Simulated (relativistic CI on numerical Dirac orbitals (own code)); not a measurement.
## Hyperfine structure of Hf33+, mass number 177

Computed by Dirac-Coulomb-Breit CI, separate exchange-only KLI orbitals for each configuration, QED by a radiative potential, unscaled Slater integrals (own radial code, finite nucleus).

CI space (outside the closed core [Ar] 3d10): 4s2 4p6 4d3, 4s2 4p5 4d4, 4s2 4p6 4d2 4f, 4s 4p6 4d4, 4s 4p6 4d3 4f, 4s2 4p6 4d2 5s, 4s2 4p6 4d 4f 5s, 4s2 4p6 4d2 5p, 4s2 4p6 4d2 5d, 4s2 4p5 4d3 5s, 4s2 4p6 4d 4f2, 4s2 4p6 4f3, 4s 4p6 4d 4f3, 4s2 4p6 4f2 5s, 4s2 4p6 4f2 5p, 4s2 4p6 4d 5s2, 4s2 4p6 4f 5s2, 4s 4p6 4d 4f 5s2, 4s2 4p6 5s2 5p. Double excitations out of closed p, d and f shells are left out; levels of such configurations are missing from the list, as are those of other unlisted configurations, and high levels can miss mixing partners. These lack a partner that the ground configuration has and come out too high: 4s2 4p6 4d2 5d, 4s2 4p5 4d3 5s.

Nuclear spin I = 7/2, μ = 0.791 μN, Q = 3.37 b (tables of Stone and Pyykkö). The electronic factors are computed for point nuclear moments, without core polarisation or the Bohr-Weisskopf and QED corrections.

```json
{"Level": "4s2 4p6 4d3 4F_3/2", "E (cm⁻¹)": "0.0", "A (MHz)": "5373", "B (MHz)": "-45900"}
{"Level": "4s2 4p6 4d3 4F_5/2", "E (cm⁻¹)": "101073.0", "A (MHz)": "3079", "B (MHz)": "-25100"}
{"Level": "4s2 4p6 4d3 4P_1/2", "E (cm⁻¹)": "135879.1", "A (MHz)": "-2163", "B (MHz)": ""}
{"Level": "4s2 4p6 4d3 4P_5/2", "E (cm⁻¹)": "197093.6", "A (MHz)": "1817", "B (MHz)": "71800"}
{"Level": "4s2 4p6 4d3 4F_7/2", "E (cm⁻¹)": "232253.9", "A (MHz)": "2607", "B (MHz)": "459"}
{"Level": "4s2 4p6 4d3 4F_9/2", "E (cm⁻¹)": "245954.7", "A (MHz)": "2629", "B (MHz)": "18500"}
{"Level": "4s2 4p6 4d3 2P_1/2", "E (cm⁻¹)": "265990.7", "A (MHz)": "-841.1", "B (MHz)": ""}
{"Level": "4s2 4p6 4d3 2D_5/2", "E (cm⁻¹)": "275986.2", "A (MHz)": "1282", "B (MHz)": "69800"}
```

Levels with J = 0, under 50 % of one LS term, or S terms without an open s electron are left out. Small factors come from cancelling terms and can be off by tens of per cent or more.

At this charge energies of transitions that change n are usually good to better than 1 %, and those within a shell (Δn = 0) to a few per cent. Terms inside the open d or f shell come out 10 to 20 % too wide with unscaled integrals.

(1) Give the hyperfine levels of 4s2 4p6 4d3 4F_3/2 relative to its centre of gravity.

Results:

(1) With K = F(F + 1) − I(I + 1) − J(J + 1), E = AK/2 + B[¾K(K + 1) − I(I + 1)J(J + 1)]/[2I(2I − 1)J(2J − 1)]: F = 2: -60840, F = 3: -11960, F = 4: 22640, F = 5: 16740 MHz.

LS names give the leading component of a level, which can be under half, so a name can repeat, a term be missing and a line seem to break the LS rules.
